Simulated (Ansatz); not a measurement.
Stretching the O4–H5 bond in GaH3O (SMILES [OH][GaH2]) (multiplicity 1 held, fragments rigid). Energies count from the point at 0.962 Å.
Geometry at that point (charge 0, multiplicity 1):
```xyz
5

Ga    -0.2252    -0.2844     0.0258
H      0.0603    -1.2972     1.1723
H     -1.3595    -0.3087    -1.0529
O      0.9382     1.0873    -0.0240
H      0.7756     1.7230    -0.7275
```

Signs of static correlation in cc-pVTZ, with CASSCF(4,3), from Ansatz (an electronic-structure program) runs.

| R (Å) | T1 of restricted CCSD | ⟨S²⟩ of UHF | largest double amplitude of restricted CCSD | weight of the CASSCF reference in MRCISD | CASSCF natural occupations |
|---|---|---|---|---|---|
| 0.770 | 0.013 | 0.000 | 0.032 | 0.919 | 2.00 1.99 0.01 |
| 0.866 | 0.014 | 0.000 | 0.030 | 0.918 | 2.00 1.99 0.01 |
| 0.962 | 0.014 | 0.000 | 0.027 | 0.917 | 2.00 1.98 0.02 |
| 1.058 | 0.015 | 0.000 | 0.026 | 0.916 | 2.00 1.97 0.03 |
| 1.154 | 0.016 | 0.000 | 0.026 | 0.915 | 2.00 1.96 0.04 |
| 1.299 | 0.018 | 0.000 | 0.039 | 0.914 | 2.00 1.93 0.07 |
| 1.443 | 0.020 | 0.329 | 0.076 | 0.914 | 2.00 1.88 0.12 |
| 1.684 | 0.023 | 0.745 | … | 0.915 | 2.00 1.76 0.24 |
| 1.924 | 0.028 | 0.900 | 0.241 | 0.916 | 2.00 1.61 0.39 |
| 2.213 | … | 0.969 | 0.406 | 0.917 | 2.00 1.42 0.59 |
| 2.598 | 0.045 | 0.998 | 0.575 | 0.917 | 2.00 1.23 0.77 |
| 3.079 | 0.052 | 1.007 | 0.709 | 0.918 | 2.00 1.11 0.89 |

Problem. What belongs in the gaps?

Solution. 
- 1.684, largest double amplitude of restricted CCSD: 0.100
- 2.213, T1 of restricted CCSD: 0.036

Doubts at one or more of the structures used: active orbitals that take no part (SC-NEVPT2 on CASSCF(4,3)/cc-pVTZ); a restricted determinant that unrestricted orbitals would lower (R-CCSD(T)/cc-pVTZ); other coupled-cluster roots lie near (R-CCSD(T)/cc-pVTZ); T1 above 0.05 (R-CCSD(T)/cc-pVTZ, U-CCSD(T)/cc-pVTZ); a spin-contaminated determinant (U-CCSD(T)/cc-pVTZ).
